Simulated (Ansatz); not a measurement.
Geometry optimisation, RKS BLYP-D4/cc-pVDZ in Ansatz.

input.yaml

```yaml
crystal:
  periodic: [false, false, false]
  atoms:
    - { symbol: B, position_ang: [0.0, 0.0, 0.0] }
    - { symbol: Cl, position_ang: [0.0, 0.0, 2.21] }
    - { symbol: H, position_ang: [1.0305, 0.0, -0.595] }
    - { symbol: O, position_ang: [-1.2211, 0.0, -0.705] }
    - { symbol: H, position_ang: [-1.7308, -0.8467, -0.4965] }
    - { symbol: O, position_ang: [-0.2139, 1.6086, 0.5392] }
    - { symbol: H, position_ang: [-1.1525, 1.9139, 0.3252] }
    - { symbol: H, position_ang: [-0.1586, 1.1932, 1.6085] }
basis:
  gaussian: { orbitals: cc-pVDZ }
hamiltonian:
  xc: blyp
  dispersion: d4
relax:
  f_tol: 0.15
  max_steps: 25
  restrain:
    - { distance: [0, 5], at: 1.41, k: 30.0 }
    - { distance: [7, 1], at: 1.37, k: 30.0 }
    - { distance: [0, 1], at: 3.06, k: 30.0 }
    - { distance: [7, 5], at: 2.21, k: 30.0 }
```

Launched with:

```bash
$ ansatz run input.yaml --threads 1 --pin off --max-ram 2048MiB --backend cpu --events-out ev --progress --plain --runs-dir out
```

Task: Where does it end, and by what steps?

Result: The forces met the threshold. The restraints hold the end off the free minimum; the threshold counts their pulls, which the force column leaves out. Restrained pairs: B1–O6 (1.71 → 1.40 Å), Cl2–H8 (1.35 → 1.35 Å), B1–Cl2 (2.21 → 3.07 Å), O6–H8 (1.15 → 2.20 Å). After 9 steps the energy has fallen by 2.836 eV (the restraints' own energy left out); H8 moved furthest, 0.62 Å.

```tsv
step	energy less start (eV)	largest force component (eV/Å)	accepted
0	0.0000	6.092	yes
1	-0.9649	5.051	yes
2	-1.7992	4.215	yes
3	-2.3634	1.099	yes
4	-2.5385	3.328	yes
5	-2.7278	1.068	yes
6	-2.7839	1.029	yes
7	-2.8244	0.721	yes
8	-2.8221	0.699	no
9	-2.8364	0.692	yes
```

```xyz
8
Properties=species:S:1:pos:R:3
B -0.248 0.421 -0.294
Cl -0.005 -0.159 2.710
H 0.809 -0.160 -0.369
O -1.470 -0.121 -0.602
H -1.401 -1.073 -0.815
O -0.194 1.769 0.069
H -1.097 2.157 0.074
H 0.160 1.035 2.114
```

Run time: 21 s on 1 thread of Arm Neoverse V2 (shared host), peak memory 0.12 GiB.
